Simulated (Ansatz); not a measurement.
CH9NOSi2 can be A, `CO[SiH](N)[SiH3]`, or B, `C[SiH2]N[SiH2]O`.

Calculated with Ansatz (gas phase, PBE0-D4/def2-TZVP geometries, no zero-point term in ΔE). CCSD(T)/CBS is the MP2 limit (def2-TZVPP, def2-QZVPP) plus CCSD(T) − MP2 in def2-TZVPP, frozen cores. DFT in def2-TZVPP. B3LYP here is the variant with VWN-RPA as its local correlation; programs differ in this. One conformer a species, not always the lowest.

A:

Z-matrix (Å, degrees):
```
C
O 1 1.406
H 1 1.098 2 111.7
H 1 1.091 2 108.5 3 119.1
H 1 1.096 2 111.5 3 -121.5
Si 2 1.650 1 123.0 3 56.8
Si 6 2.351 2 110.6 1 -55.6
N 6 1.710 2 116.5 1 64.5
H 6 1.482 2 102.8 1 -177.5
H 7 1.489 6 112.1 2 -33.7
H 7 1.493 6 110.4 2 86.4
H 7 1.488 6 110.4 2 -154.7
H 8 1.005 6 122.5 2 -87.6
H 8 1.007 6 122.6 2 71.8
```

B:

Z-matrix (Å, degrees):
```
C
Si 1 1.865
H 1 1.093 2 110.6
H 1 1.092 2 110.9 3 120.3
H 1 1.093 2 111.0 3 -119.5
N 2 1.733 1 112.2 3 179.9
H 2 1.492 1 108.4 3 56.8
H 2 1.487 1 111.0 3 -62.3
Si 6 1.718 2 127.4 1 124.0
H 6 1.010 2 117.0 1 -58.4
O 9 1.646 6 114.5 2 70.0
H 9 1.488 6 105.7 2 -167.7
H 9 1.479 6 110.8 2 -46.1
H 11 0.958 9 117.5 6 57.2
```

(1) Which is lower in electronic energy at CCSD(T)/CBS, and by how much? (Estimate.)

(2) Give E(B) − E(A) in kcal/mol with CCSD/def2-TZVPP, B2PLYP, B3LYP, B3LYP-D4, HF/def2-TZVPP, CCSD(T)/def2-TZVPP, PBE0-D4. (Best estimate.)

Largest T1 diagnostic: 0.012.

Answers

(1) Ansatz gave: B, by 39.4 kcal/mol.

(2) Ansatz gave: CCSD/def2-TZVPP -39.0, B2PLYP -38.7, B3LYP -36.7, B3LYP-D4 -36.4, HF/def2-TZVPP -40.0, CCSD(T)/def2-TZVPP -38.6, PBE0-D4 -35.2. None reverses the order clearly.

From PBE to PBE0 (25 % exact exchange), in def2-TZVPP and without D4, E(B) − E(A) moves by −2.2 kcal/mol.
